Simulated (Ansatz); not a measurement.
Geometry optimisation, RKS PBE0/def2-SVP (Ansatz 0.2.0).

Input:

```yaml
crystal:
  periodic: [false, false, false]
  atoms:
    - { symbol: Mg, position_ang: [-1.036422, -1.062919, -1.708494] }
    - { symbol: Cl, position_ang: [2.022325, -2.14313, 0.116603] }
    - { symbol: Cl, position_ang: [-1.792663, -3.061933, -2.251355] }
    - { symbol: H, position_ang: [0.027702, 0.963028, 0.917132] }
    - { symbol: "N", position_ang: [-0.769343, 0.935154, -1.25514] }
    - { symbol: H, position_ang: [1.614785, -1.194203, 0.935572] }
    - { symbol: "N", position_ang: [0.513093, 0.65111, 1.763531] }
    - { symbol: H, position_ang: [-1.559727, 1.563118, -1.39831] }
    - { symbol: H, position_ang: [0.038743, 1.395882, -1.673353] }
    - { symbol: H, position_ang: [1.130694, 1.404723, 2.059183] }
    - { symbol: H, position_ang: [-0.189287, 0.54917, 2.494531] }
basis:
  gaussian: { orbitals: def2-SVP }
hamiltonian:
  xc: pbe0
relax:
  f_tol: 0.03
  max_steps: 50
```

Command:

```bash
$ ansatz run input.yaml --threads 2 --pin off --max-ram 3072MiB --backend cpu --events-out ev --progress --plain --runs-dir out
```

Task: Where does it end, and by what steps?

Result: The run converged. The force dipped under the threshold on the way, but the program's further checks kept it going. After 28 steps the energy has fallen by 2.994 eV; Cl3 moved furthest, 1.36 Å. Parted: Cl2–H6, H4–N7. Joined: Mg1–Cl2, H4–N5, H6–N7.

```csv
step,energy less start (eV),largest force component (eV/Å),accepted
0,0.0000,1.563,yes
1,-0.3032,0.667,yes
2,-0.5512,0.870,yes
3,-0.8196,1.047,yes
4,-1.1577,1.293,yes
5,-1.5382,1.083,yes
6,-1.7053,3.260,yes
7,-2.0843,1.188,yes
8,-2.3051,1.377,yes
9,-2.6140,1.135,yes
10,-2.6519,4.280,yes
11,-2.9012,1.498,yes
12,-2.9484,1.043,yes
13,-2.9117,0.972,no
14,-2.9823,0.241,yes
15,-2.9870,0.057,yes
16,-2.9889,0.026,yes
17,-2.9896,0.034,yes
18,-2.9904,0.085,yes
19,-2.9910,0.071,yes
20,-2.9919,0.030,yes
21,-2.9924,0.065,yes
22,-2.9928,0.058,yes
23,-2.9931,0.040,yes
24,-2.9935,0.027,yes
25,-2.9938,0.032,yes
26,-2.9939,0.034,yes
27,-2.9941,0.026,yes
28,-2.9942,0.022,yes
```

```xyz
11
Properties=species:S:1:pos:R:3
Mg -0.317 -1.495 -1.335
Cl 1.138 -2.292 0.200
Cl -1.460 -2.105 -3.152
H -0.241 0.773 0.071
N -0.713 0.533 -0.839
H 1.092 -0.213 1.500
N 0.747 0.747 1.617
H -1.710 0.732 -0.740
H -0.379 1.193 -1.544
H 1.568 1.346 1.701
H 0.275 0.781 2.520
```

Whether the end is a true minimum wasn't checked by a vibrational analysis.

Run time: 100 s on 2 threads of Arm Neoverse V1, with other jobs on the host, peak memory 0.25 GiB.
